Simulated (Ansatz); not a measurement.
The same atomization along the group B, Ga, In.

Isolated molecules relaxed with PBE0-D4/def2-TZVP in Ansatz; ΔE leaves out vibrations. CBS: MP2 limit from def2 TZ/QZ plus the TZ coupled-cluster correction, frozen cores. This one scheme is used for every species, atoms too. DFT in def2-TZVPP. B3LYP here is the variant with VWN-RPA as its local correlation; programs differ in this. Open shells (•) are unrestricted, without spin–orbit coupling. Spin–orbit coupling would lower the free atoms: a little for B, Cl, O; clearly for Ga; strongly for In. Elements past krypton have def2 core potentials. Bonds to Ga, In are less sure, by a few kJ/mol each and by 10 to 20 or more in all where they break to atoms, as the def2 sets lack core-valence functions. Scalar relativity is left out up to krypton.

```tsv
reaction	LDA (SPW92) (kcal/mol)	CCSD/CBS(def2) (kcal/mol)	B3LYP-D4 (kcal/mol)	ωB97X-V (kcal/mol)	CCSD(T)/CBS(def2) (kcal/mol)
`[O]B(Cl)Cl`• → 2 Cl• + B• + O•	413.1	329.4	341.6	343.6	338.2
`[O][Ga]([Cl])[Cl]`• → 2 Cl• + Ga• + O•	296.6	242.6	241.7	253.1	249.7
`[O][In]([Cl])[Cl]`• → 2 Cl• + In• + O•	261.9	212.4	210.3	222.7	220.0
```

Largest T1 diagnostic: 0.019, for `[O]B(Cl)Cl`•.

For atomizations the MP2-based limit and the directly extrapolated one differ by several kJ/mol either way, and by 10 to 25 for some Ge, Se and Sn compounds, so smaller differences from it don't rank the levels.
